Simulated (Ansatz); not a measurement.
Br2Ge, triplet, at a GFN2-xTB geometry (the spin is typed, not shown lowest); CAM-B3LYP/def2-TZVP (Ansatz, a first-principles code).

Input for Ansatz:
Ansatz 0.2 input:
```yaml
crystal:
  periodic: [false, false, false]
  atoms:
    - {symbol: Ge, position_ang: [0.01662620, 0.00626078, 1.00353305]}
    - {symbol: Br, position_ang: [1.08727208, -1.65040649, -0.46661885]}
    - {symbol: Br, position_ang: [-1.10247318, 1.64468236, -0.45089707]}
basis:
  gaussian:
    orbitals: def2-TZVP
hamiltonian:
  xc: cam_b3lyp
magnetization: {spin_polarized: true, initial_magnetization: 2}
```

The log (banner, timings and long lists left out):

```
Functional definition: CAM-B3LYP
977 factors; integrals over basis functions are off by at most 8.3e-4 eV
200 factors; integrals over basis functions are off by at most 5.0e-5 eV
mean field evaluation 1: about -196619.8739 eV, gradient 1.4e1 eV
mean field evaluation 2: about -196619.8501 eV, gradient 1.6e1 eV
mean field evaluation 4: about -196620.6780 eV, gradient 5.2e-1 eV
mean field evaluation 8: about -196620.7117 eV, gradient 8.0e-2 eV
mean field evaluation 16: about -196620.7119 eV, gradient 5.3e-4 eV
mean field -196620.71187591 eV, -7225.6778871346 hartree, gradient 5.4e-5 eV, S^2 2.012495; 2 other end points of the search recorded, 0 dependent functions left out
reference -196620.71198471 eV, -7225.6778911328 hartree; 52, 50 occupied and 92, 94 virtual orbitals, 977 factors
Total energy: -196620.71198471 eV, -7225.6778911328 hartree
```
